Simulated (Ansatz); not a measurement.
A thermochemical cycle in electronic energies (no zero-point or thermal terms), species as SMILES, kcal/mol. Geometries: B3LYP-D3(BJ)/def2-TZVP minima from Ansatz (a program for electronic structure), one conformer each, not searched for the lowest. Correlated levels leave the core frozen unless marked. UHF or UKS for open shells. Spin-orbit coupling is left out. Non-relativistic. Basis-set limits of correlation are two-point, X^-3; Hartree-Fock from the larger set. Anions need diffuse functions, of which def2-TZVPD holds fewer than the aug- sets.

| step | CCSD(T)/CBS(aug-cc-pV(T+d)Z,aug-cc-pV(Q+d)Z) (Ansatz) | PBE0-D4/def2-TZVPD (Ansatz + dftd4) |
|---|---|---|
| bond energy D: CB(S)S → CB([S])S + H atom | 92.7 | 89.0 |
| electron affinity EA, positive where the anion is bound: CB([S])S + e- → CB([S-])S | 65.2 | 60.7 |
| ionisation of the H atom at the same level, IE | 313.7 | 314.4 |

**Question.** Find the deprotonation energy A: CB(S)S → CB([S-])S + H+.

**Answer.** Breaking the bond, ionising the H atom and attaching the electron to the radical add up to the deprotonation, A = D + IE - EA. At CCSD(T)/CBS(aug-cc-pV(T+d)Z,aug-cc-pV(Q+d)Z): A = D + IE - EA = 92.7 + 313.7 - 65.2 = 341.2. At PBE0-D4/def2-TZVPD: A = D + IE - EA = 89.0 + 314.4 - 60.7 = 342.7. The functional differs from the first level by -3.7 in D, -4.5 in EA and +1.5 in A; for EA and A the gap mixes functional and basis. The site is the one shown; other sites or isomers of the anion may lie lower.
